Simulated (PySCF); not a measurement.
## Vertical excitation energies

C₇H₉N.
Structure used (GFN2-xTB), in Å, numbered top down from 1:
```
atom  x, y, z in Å
C1     1.8338   -0.0235    0.1101
C2     0.5167    0.1975   -0.6347
C3    -0.2832   -1.1045   -0.8354
C4    -1.3460   -1.1196    0.2761
C5    -1.4221    0.3062    0.7127
C6    -0.4225    1.0318    0.2091
C7    -0.1799    2.3947    0.4365
N8     0.0409    3.5083    0.6066
H9     1.6551   -0.5339    1.0544
H10    2.3150    0.9297    0.3199
H11    2.5105   -0.6269   -0.4907
H12    0.7304    0.6898   -1.5881
H13   -0.7730   -1.0882   -1.8095
H14    0.3634   -1.9792   -0.7975
H15   -2.3106   -1.4918   -0.0718
H16   -1.0425   -1.7458    1.1206
H17   -2.1931    0.6674    1.3718
```

Theory: TDDFT PBE0/def2-SVPD, vertical, gas phase, core orbitals frozen in the response in PySCF 2.14.0, density-fitted response routines.

| state | E (eV) | ν̃ (cm⁻¹) | f | main configurations (H = HOMO, L = LUMO) |
| --- | --- | --- | --- | --- |
| S1 | 5.86 | 47300 | 0.290 | H→L (93%) |
| S2 | 6.32 | 51010 | 0.0044 | H-1→L (93%) |
| S3 | 6.83 | 55080 | 0.0011 | H→L+2 (80%), H→L+1 (9%) |
| S4 | 6.89 | 55580 | 0.0018 | H→L+1 (88%) |
| S5 | 7.25 | 58500 | 0.0025 | H-2→L (70%), H-3→L (26%) |
| S6 | 7.34 | 59160 | 0.011 | H-3→L (68%), H-2→L (21%) |
| S7 | 7.45 | 60090 | 0.013 | H-4→L (90%) |
| S8 | 7.71 | 62160 | 0.011 | H→L+3 (86%) |

Triplets, Tamm–Dancoff:

| state | E (eV) | λ (nm) | main configurations (H = HOMO, L = LUMO) |
| --- | --- | --- | --- |
| T1 | 3.56 | 348.7 | H→L (95%) |
| T2 | 5.91 | 209.8 | H-1→L (80%), H→L+2 (8%) |
| T3 | 6.22 | 199.3 | H-2→L (28%), H-1→L+2 (13%), H-7→L (12%) |

The lowest singlet lies at 5.86 eV (211 nm, ultraviolet) and is strong; its leading configuration is HOMO→LUMO (93%). The lowest level is also the most intense of those listed (f = 0.290). Löwdin shares by element: HOMO carbon 57% or more, nitrogen 14% (atoms not listed hold the other 29%); LUMO carbon 64% or more, nitrogen 16% (atoms not listed hold the other 19%). Weighted by f, the mean energy of these states is 6.06 eV. The listed states span 1.84 eV, and the widest gap between neighbours is 0.50 eV (S2 to S3). The oscillator strengths of these states sum to 0.334; summed over the whole spectrum of an exact calculation they would give the number of electrons, 58 (Thomas–Reiche–Kuhn). Singlets were solved by full linear response, triplets in the Tamm–Dancoff approximation.

The run took 94 s on one thread of an Arm Neoverse V1, shared host with 32 logical CPUs at a one-minute load of 25, and the process peaked at 1.0 GiB of memory.

One conformer stands for the species.
